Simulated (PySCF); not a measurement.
# Ionisation energy of Hg⁶²⁺ by level of theory

Hg⁶²⁺ [Ar] (1S) → Hg⁶³⁺ [Ne] 3s2 3p5 (2P), as a difference of total energies. Calculation: PySCF 2.14, in an uncontracted even-tempered set (16 s from 18 bohr⁻², ratio 2.5; 10 p from 23 bohr⁻², ratio 2.5; 4 d from 95 bohr⁻², ratio 2.7; 4 f from 140 bohr⁻², ratio 2.7); the non-relativistic Hamiltonian (point nucleus). Correlated levels: outer shells: 1s2 frozen; virtual orbitals above 40 to 60 times the deepest correlated orbital energy dropped. The calculations carry no spin-orbit coupling.

```csv
method,ionisation energy (eV)
UHF,6808.9
MP2 (outer shells),6809.8
SCS-MP2 (outer shells),6809.6
CCSD (outer shells),6809.6
CCSD(T) (outer shells),6809.6
```

A first-order spin-orbit estimate (lowest level to lowest level, LS coupling) adds -102.3 eV.

The gap to the reference is mostly relativistic.

For comparison: 6933 ± 15 eV (theoretical estimate listed by NIST; NIST Atomic Spectra Database, ionization energies).
